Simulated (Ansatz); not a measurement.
Zn₂Se₂, relaxed as a singlet with RKS B3LYP-D4/def2-SVP in Ansatz, starting from the GFN1-xTB geometry. Force threshold 0.02 eV/Å.

The structure comes from a short search, and lower isomers may exist.

Start:

Cartesian coordinates in Å:
```
Zn 1.215 -0.163 0.228
Zn -1.216 0.171 -0.222
Se 0.439 1.318 -1.411
Se -0.438 -1.326 1.405
```

Task: Estimate the energy that the relaxation releases and the steps that it takes.

Result: 2.9 kJ/mol, in 4 steps; 16 s on 4 threads of Arm Neoverse N1 on a shared host. No frequencies were taken in this run, so the end may be a saddle point.

Task: Does the start keep its bonding and symmetry?

Result: By distances, no bond broke or formed. The bond that changes most is Zn2–Se3, from 2.34 to 2.38 Å (atoms count from 1). Point group D2h at the start, D2h at the end, both within 0.05 Å.

Task: Predict the relaxed structure.

Result: 
```xyz
4

Zn    1.211   -0.166    0.222
Zn   -1.211    0.164   -0.224
Se    0.450    1.353   -1.440
Se   -0.450   -1.351    1.442
```
Bond lengths (bridged metal pairs left out): 4 × Se–Zn 2.38 Å.
